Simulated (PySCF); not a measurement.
How methods differ on the ionisation energy of Tl²⁺

Tl²⁺ [Xe] 4f14 5d10 6s1 (2S) → Tl³⁺ [Xe] 4f14 5d10 (1S), as a difference of total energies. Calculation: PySCF 2.14, in aug-cc-pwCVTZ-PP with ECP60MDF (8s7p6d4f1g, 96 functions); a scalar-relativistic core potential. Correlated levels: valence and next inner shell: nothing frozen outside the core potential. The calculations carry no spin-orbit coupling.

| method | ionisation energy (eV) |
| --- | --- |
| UHF | 28.158 |
| LDA | 30.751 |
| PBE | 30.304 |
| PBE0 | 29.955 |
| r2SCAN | 30.119 |
| HSE06 | 29.976 |
| revPBE | 30.159 |
| BHandHLYP | 29.678 |
| CAM-B3LYP | 30.109 |
| MP2 (valence and next inner shell) | 29.999 |
| SCS-MP2 (valence and next inner shell) | 29.703 |

How much does correlation contribute at MP2 (valence and next inner shell)?

29.999 − (28.158) = 1.841 eV, measured against UHF.

Errors of the correlated levels include the incompleteness of this basis.

For comparison: 29.852 eV (measured; NIST Atomic Spectra Database, ionization energies).
